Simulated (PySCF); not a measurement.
B(Br)(vinyl)(OH) (C2H4BBrO), SMILES C=CB(O)Br.

Coordinates come from a ωB97X-D3(BJ)/def2-SVP optimisation. The values are those of a single conformer.

The numbers are results of TDDFT-CAM-B3LYP/def2-SVPD in PySCF, not measurements.

Vertical excitations. Gas-phase values at a fixed geometry. State labels are in the subgroup Cs.

Computed lowest excited states:
```csv
state,symmetry,energy (eV),λ (nm),f,main pairs
S1,A",5.94,209,0.000,HOMO−1→LUMO 89 %
S2,A',6.26,198,0.451,HOMO→LUMO 97 %
S3,A",6.49,191,0.000,HOMO−3→LUMO 87 %
S4,A',6.71,185,0.010,HOMO−2→LUMO 95 %
S5,A",7.44,167,0.000,HOMO−4→LUMO 90 %
S6,A",7.50,165,0.000,HOMO→LUMO+1 83 %
S7,A',7.53,165,0.091,HOMO−1→LUMO+1 88 %
S8,A",7.78,159,0.069,HOMO−2→LUMO+1 80 %
S9,A',7.99,155,0.009,HOMO−1→LUMO+2 75 %
S10,A",8.08,154,0.008,"HOMO−2→LUMO+2 37 %, HOMO→LUMO+2 34 %"
T1,A',3.79,327,0,HOMO→LUMO 81 %
T2,A",5.63,220,0,"HOMO−1→LUMO 58 %, HOMO−3→LUMO 34 %"
T3,A',6.00,207,0,HOMO−2→LUMO 82 %
T4,A",6.16,201,0,"HOMO−3→LUMO 55 %, HOMO−1→LUMO 36 %"
```
Triplets are in the Tamm–Dancoff approximation, which puts them higher than full response would, so one can lie above its singlet here.
